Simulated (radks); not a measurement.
All-electron atom: La+ in [Xe] 5d2. Method: Dirac Kohn-Sham, BLYP, spin-unpolarised, spherical densities, finite nucleus; open shells fill j = l - 1/2 first; Fermi nuclear charge, rms radius 4.855 fm; computed with a radial shooting solver on a logarithmic mesh with Libxc functionals.

Normalised radial functions P(r) = r R(r) (large component), r in bohr:

| r | 4d3/2 | 5d5/2 |
|---|---|---|
| 0.0008821 | 0.0000 | 0.0000 |
| 0.001186 | 0.0000 | 0.0000 |
| 0.001594 | 0.0000 | 0.0000 |
| 0.002144 | 0.0001 | 0.0000 |
| 0.002905 | 0.0001 | 0.0000 |
| 0.003906 | 0.0003 | 0.0000 |
| 0.005252 | 0.0006 | 0.0001 |
| 0.007061 | 0.0013 | 0.0002 |
| 0.009493 | 0.0028 | 0.0006 |
| 0.01276 | 0.0061 | 0.0013 |
| 0.01716 | 0.0130 | 0.0028 |
| 0.02326 | 0.0278 | 0.0062 |
| 0.03127 | 0.0566 | 0.0130 |
| 0.04204 | 0.1104 | 0.0259 |
| 0.05652 | 0.2030 | 0.0484 |
| 0.07599 | 0.3445 | 0.0831 |
| 0.1022 | 0.5233 | 0.1274 |
| 0.1374 | 0.6804 | 0.1664 |
| 0.1861 | 0.6929 | 0.1685 |
| 0.2503 | 0.4198 | 0.0972 |
| 0.3365 | -0.1604 | -0.0514 |
| 0.4524 | -0.8390 | -0.2136 |
| 0.6082 | -1.2465 | -0.2707 |
| 0.8177 | -1.1596 | -0.1382 |
| 1.099 | -0.7376 | 0.1435 |
| 1.49 | -0.3105 | 0.4426 |
| 2.003 | -0.0853 | 0.6052 |
| 2.693 | -0.0136 | 0.5968 |
| 3.621 | -0.0011 | 0.4633 |
| 4.868 | 0.0000 | 0.2806 |
| 6.546 | 0.0000 | 0.1236 |
| 8.8 | 0.0000 | 0.0358 |

4d3/2: eigenvalue -108.92 eV, 1 radial node at r = 0.313 bohr, <r> = 0.762 bohr, 90 % of the charge inside 1.15 bohr. 5d5/2 (empty): eigenvalue -6.968 eV, 2 radial nodes at r = 0.307, 0.956 bohr, <r> = 2.96 bohr, 90 % of the charge inside 4.64 bohr.
